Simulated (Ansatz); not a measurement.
Reaction (hydrogenolysis of the Si–O bond): `BN[SiH2]OC` + H₂ → `BN[SiH3]` + CH₃OH

Computed with Ansatz on PBE0-D4/def2-TZVP structures; ΔE is electronic, products minus reactants. CBS: MP2 limit from def2 TZ/QZ plus the TZ coupled-cluster correction, frozen cores. This one scheme is used for every species. Functionals use def2-TZVPP. B3LYP here is the variant with VWN-RPA as its local correlation; programs differ in this. Each species was taken in one conformer, which may not be the lowest.

```json
{"level": "PBE-D4", "ΔE (kcal/mol)": "18.7"}
{"level": "PBE0-D4", "ΔE (kcal/mol)": "18.7"}
{"level": "B3LYP-D4", "ΔE (kcal/mol)": "20.6"}
{"level": "ωB97X-V", "ΔE (kcal/mol)": "19.9"}
{"level": "SCS-MP2/def2-TZVPP", "ΔE (kcal/mol)": "20.9"}
{"level": "CCSD/def2-TZVPP", "ΔE (kcal/mol)": "19.5"}
{"level": "HF/def2-QZVPP", "ΔE (kcal/mol)": "18.4"}
{"level": "MP2/def2-QZVPP", "ΔE (kcal/mol)": "22.3"}
```

(1) What does CCSD(T)/CBS give? (Estimate.)

Largest T1 diagnostic among the species: 0.012.

Answers

(1) Ansatz gave: +20.6 kcal/mol. The listed levels differ from it by -1.9, -1.9, 0.0, -0.7, 0.3, -1.1, -2.2, 1.7 kcal/mol.

In def2-TZVPP, CCSD(T) changes the Hartree–Fock value by +2.1 kcal/mol (the triples alone add +0.7 kcal/mol) and MP2 by +3.8 kcal/mol. The D4 term adds +2.2 kcal/mol with B3LYP and +1.3 kcal/mol with PBE0; it sums over pairs of atoms, weighted by their polarisabilities, and B3LYP, whose exchange is more repulsive, gets the larger term.
